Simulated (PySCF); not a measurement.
# Computed properties of BeH₂IN, SMILES [NH2][Be][I]

Be(I)(NH2) (BeH₂IN), SMILES [NH2][Be][I]. The structure is a stationary point at B3LYP-D3(BJ)/def2-TZVP. The def2 effective core potentials stand for the cores of I; spin–orbit coupling is left out. Other conformers were not sampled. All values are computed for the isolated molecule unless a solvent is named; none is compared with measurement here.

**Structure.** The optimised structure has C2v symmetry. All 9 harmonic modes at B3LYP-D3(BJ)/def2-TZVP (PySCF) are real, so it is a minimum. With heavy atoms numbered as in [Be:1]([I:2])[NH2:3], the shortest bond between them is Be1–N3 at 1.495 Å and the longest Be1–I2 at 2.188 Å.

**Vibrations.** The strongest infrared lines (harmonic, unscaled, degenerate partners summed) lie at 1250 cm⁻¹ (327 km/mol, Be 73 %, N 19 %), 390 cm⁻¹ (187 km/mol, H 74 %, N 22 %), 1575 cm⁻¹ (109 km/mol, H 87 %, N 12 %). The softest mode is at 198 cm⁻¹ and the zero-point energy is 17.0 kcal/mol.

**Electronic structure.** B3LYP/def2-TZVPD (PySCF) places the frontier levels at -7.18 and -0.78 eV, a gap of 6.40 eV, and gives a dipole moment of 2.01 D and a mean polarisability of 61.1 bohr³.

**Excitations.** TDA-B3LYP/def2-SVPD (PySCF) has S1 at 5.49 eV (226 nm, f = 0.000, dark); the most intense of the 10 singlets computed lies at 7.06 eV (f = 0.23). T1 (TDA) is at 5.33 eV, 0.16 eV under S1. No vertical singlet excitation falls in the visible range (under 3.1 eV).
